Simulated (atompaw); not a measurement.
**LDA (PW92) PAW (atompaw) dataset for cerium, scalar-relativistic all-electron reference.**

The input file (atompaw 4.2.0.5):

```
Ce 58
LDA-PW scalarrelativistic loggrid 2001 logderivrange -10 5 376
6 6 5 4 0 0
6 1 0
5 2 1
4 3 1
0 0 0
c
c
c
c
v
v
c
c
c
v
v
c
v
v
v
3
2.95 2.35 2.25 2.30
n
n
n
y
0.55
n
custom polynom2 7 10 vanderbiltortho besselshape
4 0 vpsmatchnc
1.95
2.95
2.80
2.95
1.30
1.20
1.80
1.80
PWSCFOUT
UPFDX 0.0125d0 UPFXMIN -7.d0 UPFZMESH 58.d0
END
```

Command:

```bash
atompaw < Ce.input > Ce.log
```

The program printed (summary file):

```
Completed calculations for Ce (AE)

 Exchange-correlation type: LDA, Perdew-Wang correlation

 Radial integration grid is logarithmic
 r0 =   1.1590330E-04 h =   6.7223912E-03   n =      2001 rmax =   8.0000000E+01

 Scalar relativistic calculation

 AEatom converged in  34 iterations
   nz     =  58.00
   delta  =       2.049362108169E-14

 All Electron Orbital energies:
  n  l      occupancy      energy
  1  0      2.0000000E+00 -2.9568419E+03
  2  0      2.0000000E+00 -4.7351304E+02
  3  0      2.0000000E+00 -1.0192874E+02
  4  0      2.0000000E+00 -2.0595943E+01
  5  0      2.0000000E+00 -2.9935418E+00
  6  0      2.0000000E+00 -2.8525162E-01
  2  1      6.0000000E+00 -4.2428871E+02
  3  1      6.0000000E+00 -8.6272413E+01
  4  1      6.0000000E+00 -1.5480784E+01
  5  1      6.0000000E+00 -1.7127197E+00
  6  1      0.0000000E+00 -1.0359403E-01
  3  2      1.0000000E+01 -6.3974066E+01
  4  2      1.0000000E+01 -8.1170450E+00
  5  2      1.0000000E+00 -2.3372139E-01
  4  3      1.0000000E+00 -4.1258899E-01

 Total energy
   Total                    :   -17707.77357490145732

 ---
 Completed calculations for Ce (SC)

 Exchange-correlation type: LDA, Perdew-Wang correlation

 Radial integration grid is logarithmic
 r0 =   1.1590330E-04 h =   6.7223912E-03   n =      2001 rmax =   8.0000000E+01

 Scalar relativistic calculation

 SCatom converged in   4 iterations
   nz     =  58.00
   delta  =       5.452561628208E-15

 Valence Electron Orbital energies:
  n  l      occupancy      energy
   5  0      2.0000000E+00 -2.9935418E+00
   6  0      2.0000000E+00 -2.8525162E-01
   5  1      6.0000000E+00 -1.7127197E+00
   6  1      0.0000000E+00 -1.0359403E-01
   4  2      1.0000000E+01 -8.1170450E+00
   5  2      1.0000000E+00 -2.3372139E-01
   4  3      1.0000000E+00 -4.1258898E-01

 Total energy
   Total                    :   -17707.77357489305723
   Valence                  :     -775.62711629657463

 PAW parameters:
       lmax =            3
         rc =    2.9683829380807984
        irc =         1511
   rc_shape =    2.3618518912453457
    rc_vloc =    2.2532799449325478
    rc_core =    2.3146947875658537
   Vloc: VPS match (norm-conservation) with l= 4;e=   0.0000E+00
   Projector type: improved polynomial pseudization + Vanderbilt ortho.
   Bessel compensation charge shape zeroed at   2.3619E+00

 Number of basis functions     8
 No.   n  nodes  l      Energy         Cp coeff         Occ
  1    5    4    0   -0.2993542E+01  0.1680449E+00  0.2000000E+01
  2    6    5    0   -0.2852516E+00  0.5564311E+01  0.2000000E+01
  3    5    3    1   -0.1712720E+01  0.3320272E+01  0.6000000E+01
  4    6    4    1   -0.1035940E+00 -0.7441809E+01  0.0000000E+00
  5    4    1    2   -0.8117045E+01  0.2643404E+01  0.1000000E+02
  6    5    2    2   -0.2337214E+00 -0.1943581E+02  0.1000000E+01
  7    4    0    3   -0.4125890E+00 -0.2459611E+01  0.1000000E+01
  8  999    1    3    0.5500000E+00 -0.5139447E+02  0.0000000E+00

 Eigenvalues of overlap operator (in the basis of projectors):
    1        2.29732027E-01
    2        2.22873615E+00
    3        6.64327633E+00
    4        7.67886830E+00
    5        2.39308793E+02
    6        1.56545511E+04
    7        1.11004802E+05
    8        4.36337590E+05

 Orbital leakage outside PAW augmentation regions
   orb  is_core?  %out_of_sphere
   1 0    T           0.00
   2 0    T           0.00
   3 0    T           0.00
   4 0    T           0.00
   5 0    F           1.02
   6 0    F          83.45
   2 1    T           0.00
   3 1    T           0.00
   4 1    T           0.00
   5 1    F           4.24
   6 1    F          94.92
   3 2    T           0.00
   4 2    F           0.00
   5 2    F          41.07
   4 3    F           1.73

 Summary of PAW energies
   Total valence energy     :   -775.62710935588234
   Smooth energy            :     10.55379758910782
   One center               :   -786.18090694499017
   Smooth kinetic           :     29.48203178376792
   Vloc energy              :    -23.51992877450991
   Smooth exch-corr         :     -8.30019158000111
   One-center xc            :   -396.88673491311152
```

Note: ghost state, extra bound levels that the all-electron valence spectrum of the same l lacks: s at -16.6 eV. A true bound ghost makes a file unfit for plane-wave use.

The run took about 8.7 s on one core of a shared server CPU.
